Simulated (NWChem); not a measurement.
Molecule: CH3BeCl; SMILES [Cl][Be][CH3]

```xyz
6

Be     0.0000     0.0000     0.4831
Cl     0.0000     0.0000    -1.3301
C      0.0000     0.0000     2.1608
H      0.7203     0.7203     2.5713
H      0.2636    -0.9839     2.5713
H     -0.9839     0.2636     2.5713
```
Atoms are numbered in this order, from 1.

All runs: NWChem. Structure relaxed at the B3LYP/6-31G* (spherical d) level.

### Question
Order these by “orbital gap (eV)”, lowest first: PBE/pcseg-1; PBE/aug-pcseg-1; PBE/STO-3G; PBE/pcseg-2.

### Answer
PBE/aug-pcseg-1 (6.71), PBE/pcseg-2 (6.83), PBE/pcseg-1 (6.96), PBE/STO-3G (7.46)
